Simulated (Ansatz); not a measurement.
**Reading a saddle point**

A first-order saddle point of Si$_{2}$H$_{10}$O$_{3}$, singlet, PBE0-D4/def2-TZVP, with one imaginary mode of 1091i cm⁻¹:

```csv
atom,x (Å),y (Å),z (Å)
Si1,1.0861,0.6612,-0.2214
H2,0.0208,-0.0429,0.9464
O3,1.0709,-0.8075,-0.9848
Si4,0.4164,-2.2446,-0.5380
H5,1.8038,1.4083,-1.3198
H6,2.0068,0.8883,0.9271
H7,-1.3009,1.5387,0.2186
O8,-0.2611,1.8201,-0.3572
H9,-1.1006,0.2696,1.0679
O10,-1.9940,0.8879,0.9105
H11,0.9201,-2.7009,0.7849
H12,-1.0688,-2.1668,-0.4792
H13,0.8033,-3.2390,-1.5701
H14,-0.2092,2.3936,-1.1261
H15,-2.1937,1.3339,1.7412
```

Ansatz 0.2.0; basis: def2-TZVPP and def2-QZVPP; cores frozen in the correlated methods. Extrapolation: Hartree–Fock as exp(−7.88 √X), correlation as X^−2.97.

Task: Which contacts change along the imaginary mode, and what lies on either side? (A judgement: the text doesn't fix the answer.)

Result: Computed: The step is Si₂H₆O ([SiH3][O][SiH3]) + H₂O + H₂O → Si₂H₆O₂ ([OH][SiH2][O][SiH3]) + H₂O + H₂, with the molecules in contact on both sides. Shortening one way: Si1–O8, H2–H9, H7–O10; lengthening the same way: Si1–H2, H7–O8, H9–O10.
| pair | one side (Å) | saddle (Å) | other side (Å) |
| --- | --- | --- | --- |
| Si1–O8 | 2.67 | 1.78 | 1.66 |
| H2–H9 | 2.21 | 1.17 | 0.75 |
| H7–O10 | 1.85 | 1.18 | 0.97 |
| Si1–H2 | 1.49 | 1.73 | 4.68 |
| H7–O8 | 0.97 | 1.22 | 1.98 |
| H9–O10 | 0.96 | 1.10 | 2.95 |

Task: Which side is lower, and how far does the saddle lie above each? (To be estimated.)

Result: Computed: The side with Si1–O8, H2–H9, H7–O10 short is lower by 0.829 eV; the saddle lies 2.201 eV above it and 1.373 eV above the other (CCSD(T) at an estimated basis limit (MP2 extrapolated from triple and quadruple zeta, plus CCSD(T) − MP2 in triple zeta); electronic energies).

The T1 diagnostic stays at or below 0.012.

Labels in which every atom is bracketed show which atoms are joined, not bond orders.

For scale, one of the runs: CCSD(T)/def2-TZVPP, 317 basis functions, launched by `ansatz run in.yaml --threads 8 --pin off --events-out ev --progress --plain --max-ram 19148MiB`. Hardware: 8 CPU threads of an AMD EPYC 7B13, shared host. Wall time 3.2 min; peak host memory 12 GiB.
